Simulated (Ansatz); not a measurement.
This geometry of B$_{2}$ClH$_{4}$NO (9 atoms, charge 0, multiplicity 1) is a first-order saddle point.

The calculation used RKS B3LYP-D4/cc-pVDZ (Ansatz).

```xyz
9
Properties=species:S:1:pos:R:3
B 0.234 1.880 -0.513
O 0.074 0.580 -0.219
B -0.283 -0.725 -0.139
N 0.144 -1.544 0.909
Cl -1.330 -1.410 -1.430
H -0.561 2.682 -0.081
H 1.189 2.210 -1.176
H 0.734 -1.201 1.656
H -0.113 -2.519 0.975
```

Task: Which two structures does it join? (They come from a converged band through this point; their orientation in space is the band's.)

Result: No bond is made or broken. The height of N4 over the plane of its neighbours goes from 0.00 to 0.00 Å. The two ends are copies of one structure, up to a mirror image or an exchange of like atoms.

Image 0:

```xyz
9
Properties=species:S:1:pos:R:3
B 0.247 1.791 -0.599
O 0.471 0.612 0.043
B -0.165 -0.615 -0.026
N 0.094 -1.565 0.957
Cl -1.294 -1.017 -1.363
H -0.684 1.919 -1.355
H 1.021 2.686 -0.361
H 0.728 -1.373 1.724
H -0.329 -2.483 0.964
```

Image 6:

```xyz
9
Properties=species:S:1:pos:R:3
B 0.203 1.807 -0.574
O 0.224 0.698 0.215
B -0.175 -0.608 -0.012
N 0.079 -1.566 0.964
Cl -1.019 -1.094 -1.521
H 0.610 2.827 -0.074
H -0.198 1.755 -1.709
H 0.551 -1.328 1.828
H -0.186 -2.537 0.867
```

Task: How far does it lie above each of them?

Result: 0.135 eV above the first and 0.134 eV above the second. This is the barrier of this one path; another mechanism may lie lower.

Run time: 4.9 min on 1 thread of Intel(R) Xeon(R) 6975P-C (Granite Rapids), on a shared host, peak memory 0.27 GiB.
